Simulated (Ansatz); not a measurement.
The lowest singlet and triplet of C2H6Si (SMILES C[Si]C); geometries from B3LYP-D3(BJ)/def2-TZVP, each state relaxed from the structure named, with no frequency check.
Singlet at the triplet's geometry (charge 0, multiplicity 1):
```csv
atom,x (Å),y (Å),z (Å)
C,1.6179,0.0292,0.4169
Si,0.0040,-0.1893,-0.5574
C,-1.6232,0.2237,0.3277
H,2.4727,-0.2406,-0.2038
H,1.7389,1.0688,0.7310
H,1.6223,-0.6125,1.3013
H,-1.7527,-0.4100,1.2085
H,-2.4688,0.0559,-0.3398
H,-1.6361,1.2713,0.6382
```

A positive gap puts the triplet lower; no zero-point energy. R- takes a restricted singlet. The triplet is unrestricted in single-reference levels. Active spaces average the two states.

Cores are frozen in the correlated methods.

Codes used: Ansatz (Gaussian basis) for Hartree–Fock, density functionals and correlated methods. Values without a source in brackets are computed.

R-PBE/def2-TZVPP gives -0.635 eV for the gap E(singlet) − E(triplet), vertical, at the triplet's geometry.

Where do these levels fall relative to PBE: R-r2SCAN/def2-TZVPP, R-B3LYP/def2-TZVPP, R-wB97M-V/def2-TZVPP, R-B2PLYP/def2-TZVPP, R-MP2/cc-pV(T+d)Z, R-CCSD(T)/cc-pV(T+d)Z, SC-NEVPT2 on SA-CASSCF(2,2)/cc-pV(T+d)Z, FIC-MRCISD+Q on SA-CASSCF(2,2)/cc-pV(T+d)Z.

R-r2SCAN/def2-TZVPP 0.222; R-B3LYP/def2-TZVPP -0.163; R-wB97M-V/def2-TZVPP -0.363; R-B2PLYP/def2-TZVPP -0.148; R-MP2/cc-pV(T+d)Z -0.030; R-CCSD(T)/cc-pV(T+d)Z -0.180; SC-NEVPT2 on SA-CASSCF(2,2)/cc-pV(T+d)Z -0.247; FIC-MRCISD+Q on SA-CASSCF(2,2)/cc-pV(T+d)Z -0.184 eV. 1 of 8 lie above PBE; the widest gap is to R-wB97M-V/def2-TZVPP.

Doubts at one or more of the structures used: a restricted determinant that unrestricted orbitals would lower (R-PBE/def2-TZVPP, R-r2SCAN/def2-TZVPP, R-B2PLYP/def2-TZVPP, R-MP2/cc-pV(T+d)Z, R-CCSD(T)/cc-pV(T+d)Z).

Ansatz is an electronic-structure program.
